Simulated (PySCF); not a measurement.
C6H7N.
SMILES: `Cc1ccncc1`

Level of theory: B3LYP/def2-SVP geometry optimisation, gas phase in PySCF 2.14.0.

Take the most abundant isotopes and a rigid rotor. 

Task: What are A, B and C (MHz)?

Result: Ia = 86.53, Ib = 201.09, Ic = 284.45 u·Å²; 505379 MHz·u·Å²/I gives A = 5840, B = 2513, C = 1777 MHz.

Task: What kind of rotor is it?

Result: An asymmetric top; Ray's κ = -0.638.

Task: What does the inertial defect say?

Result: Not planar: Δ = Ic − Ia − Ib = -3.17 u·Å². For a rigid frame Δ = −2 Σ m c², so Σ m c² = 1.59 u·Å² lies off the ab plane, practically all of it from hydrogen. The atom farthest from that plane is 1.05 Å away.

Task: Give the coordinates in the principal-axis frame, origin at the centre of mass.

Result: The sense of each axis is arbitrary; atoms in the order of the calculation.
```json
{"atom": "C1", "mass (u)": "12.000", "a (Å)": "2.481", "b (Å)": "0.000", "c (Å)": "-0.009"}
{"atom": "C2", "mass (u)": "12.000", "a (Å)": "0.974", "b (Å)": "0.000", "c (Å)": "0.010"}
{"atom": "C3", "mass (u)": "12.000", "a (Å)": "0.237", "b (Å)": "1.193", "c (Å)": "0.008"}
{"atom": "C4", "mass (u)": "12.000", "a (Å)": "-1.160", "b (Å)": "1.139", "c (Å)": "-0.002"}
{"atom": "N5", "mass (u)": "14.003", "a (Å)": "-1.857", "b (Å)": "0.000", "c (Å)": "-0.008"}
{"atom": "C6", "mass (u)": "12.000", "a (Å)": "-1.160", "b (Å)": "-1.139", "c (Å)": "-0.002"}
{"atom": "C7", "mass (u)": "12.000", "a (Å)": "0.237", "b (Å)": "-1.193", "c (Å)": "0.008"}
{"atom": "H8", "mass (u)": "1.008", "a (Å)": "2.857", "b (Å)": "0.001", "c (Å)": "-1.048"}
{"atom": "H9", "mass (u)": "1.008", "a (Å)": "2.893", "b (Å)": "0.891", "c (Å)": "0.488"}
{"atom": "H10", "mass (u)": "1.008", "a (Å)": "2.892", "b (Å)": "-0.894", "c (Å)": "0.484"}
{"atom": "H11", "mass (u)": "1.008", "a (Å)": "0.744", "b (Å)": "2.162", "c (Å)": "0.017"}
{"atom": "H12", "mass (u)": "1.008", "a (Å)": "-1.742", "b (Å)": "2.069", "c (Å)": "-0.002"}
{"atom": "H13", "mass (u)": "1.008", "a (Å)": "-1.742", "b (Å)": "-2.069", "c (Å)": "-0.003"}
{"atom": "H14", "mass (u)": "1.008", "a (Å)": "0.745", "b (Å)": "-2.161", "c (Å)": "0.017"}
```

Task: Where do the levels up to J = 3 lie, in MHz?

Result: Above 0(0,0):
J = 1: 1(0,1) 4290, 1(1,1) 7617, 1(1,0) 8353
J = 2: 2(0,2) 12760, 2(1,2) 15460, 2(1,1) 17669, 2(2,1) 27651, 2(2,0) 27760
J = 3: 3(0,3) 25208, 3(1,3) 27161, 3(1,2) 31569, 3(2,2) 40520, 3(2,1) 41051, 3(3,1) 59060, 3(3,0) 59071

Task: Which lines would a microwave search look for?

Result: The dipole components are |μa| = 2.64 D, |μb| = 0.00 D, |μc| = 0.05 D; the mirror of this Cs structure is the ac plane, so μb vanishes by symmetry and there are no b-type lines. The squared components, which scale the intensities, stand as 1.00 : 0.00 (a : c). Some lines, for components of 0.1 D or more:

```tsv
type	branch	J(Ka,Kc)	MHz	lower level (cm⁻¹)
a	Q	3(2,1) ← 3(2,2)	531	1.352
a	Q	1(1,0) ← 1(1,1)	736	0.254
a	Q	2(1,1) ← 2(1,2)	2209	0.516
a	R	1(0,1) ← 0(0,0)	4290	0.000
a	Q	3(1,2) ← 3(1,3)	4409	0.906
a	R	2(1,2) ← 1(1,1)	7843	0.254
a	R	2(0,2) ← 1(0,1)	8470	0.143
a	R	2(1,1) ← 1(1,0)	9316	0.279
a	R	3(1,3) ← 2(1,2)	11701	0.516
a	R	3(0,3) ← 2(0,2)	12447	0.426
a	R	3(2,2) ← 2(2,1)	12869	0.922
a	R	3(2,1) ← 2(2,0)	13291	0.926
a	R	3(1,2) ← 2(1,1)	13900	0.589
```

B3LYP/def2-SVP frequencies: not computed here. No vibrational averaging or centrifugal distortion is included, and the geometry carries the error of its method. A rigid rotor knows nothing of internal rotation, which can split or shift real lines. Quadrupole hyperfine structure (14N) is left out.
